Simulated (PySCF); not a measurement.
## `C[C@@H](CC#N)[C@H](F)Cl`, C5H7ClFN

Geometry (Å), atoms numbered from 1 in this order:
```xyz
15

C     0.0572    1.4594    0.4205
C    -0.2999    0.2626   -0.4544
C     0.9611   -0.5383   -0.8338
C     1.6389   -1.0401    0.3354
N     2.1629   -1.4332    1.2718
C    -1.2774   -0.6657    0.2634
F    -1.5595   -1.7447   -0.5193
Cl   -2.8197    0.1587    0.6079
H     0.5358    1.1281    1.3398
H     0.7438    2.1157   -0.1088
H    -0.8338    2.0266    0.6743
H    -0.7795    0.6061   -1.3771
H     0.6953   -1.3880   -1.4691
H     1.6501    0.1070   -1.3843
H    -0.8797   -1.0463    1.2118
```

Method used: TDDFT wB97X-D/def2-SVPD circular dichroism and optical rotation, one conformer, gas phase (PySCF). Geometry: GFN2-xTB.

The molecule is flexible and this is one conformer; a measurement averages over conformers.

Question: Draw the ECD and absorption spectra from the lowest 16 states, each a Gaussian of half-width 0.25 eV at 1/e height.

Answer: 
| E (eV) | λ (nm) | Δε (L mol⁻¹ cm⁻¹) | ε (L mol⁻¹ cm⁻¹) |
| --- | --- | --- | --- |
| 7.08 | 175 | -0.01 | 1.27 |
| 7.18 | 173 | -0.02 | 5.37 |
| 7.28 | 170 | -0.07 | 16.5 |
| 7.38 | 168 | -0.15 | 37.2 |
| 7.48 | 166 | -0.24 | 62.4 |
| 7.58 | 164 | -0.26 | 81.3 |
| 7.68 | 162 | -0.15 | 90.9 |
| 7.78 | 159 | +0.07 | 103 |
| 7.88 | 157 | +0.35 | 134 |
| 7.98 | 155 | +0.70 | 203 |
| 8.08 | 154 | +1.10 | 313 |
| 8.18 | 152 | +1.39 | 418 |
| 8.28 | 150 | +1.36 | 437 |
| 8.38 | 148 | +0.99 | 344 |
| 8.48 | 146 | +0.55 | 207 |
| 8.58 | 145 | +0.35 | 137 |
| 8.68 | 143 | +0.66 | 234 |
| 8.78 | 141 | +1.75 | 601 |
| 8.88 | 140 | +3.86 | 1290 |
| 8.98 | 138 | +6.82 | 2260 |
| 9.08 | 137 | +9.76 | 3570 |
| 9.18 | 135 | +9.70 | 5560 |
| 9.28 | 134 | +0.27 | 8230 |
| 9.38 | 132 | -22.34 | 10600 |
| 9.48 | 131 | -47.21 | 11700 |
| 9.58 | 129 | -50.28 | 11600 |
| 9.68 | 128 | -19.47 | 11300 |

Δε uses R in velocity form, ε uses f in length form. Only the states computed contribute, so the short-wavelength end is incomplete.

The sign of the CD band at 157 nm isn't settled: the length form gives the opposite one.
